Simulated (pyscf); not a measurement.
Structures and frequencies: ωB97X-D3(BJ)/def2-SVP in PySCF. MP2 and CC: frozen core, UHF for open shells. ΔMP2 is the change of the MP2 total energy from the triple- to the quadruple-zeta basis.

### Question
For the elementary gas-phase step HO–SiH₂–GaH–F (SMILES O[SiH2][GaH][F]) → F–Ga (SMILES [F][Ga]) [singlet] + HO–SiH₃ (SMILES O[SiH3]) (singlet surface; Ga–Si, Ga–H broken, H–Si formed), what barrier and reaction energy does CCSD(T)/def2-TZVPP + ΔMP2(QZVPP) give, measured from the reactant's lowest minimum found?

### Answer
ΔE‡ = 38.9 kcal/mol, ΔE = -2.7 kcal/mol. Zero-point energy shifts the barrier by -0.7 kcal/mol. It is a 1,1-elimination, with an imaginary mode of 455i cm⁻¹. The products may also form a dative adduct at F–Ga [singlet]; it and routes through it were not searched. HO–SiH₂–GaH–F lies 16.8 kcal/mol over its isomer F–GaH–O–SiH₃ (electronic energy, ωB97M-D3(BJ)/def2-TZVP). This is the saddle that the search found; another between the same sides may lie lower. The CCSD(T) − MP2 part came from Ansatz, without density fitting, on the same reference. The frozen core leaves the outer d or s,p core shells of the metals and heavy elements correlated in the MP2 and CC values, and def2-TZVPP describes them poorly, which can shift differences by a few kcal/mol. Elements up to Kr have no core potential and no relativistic terms here.
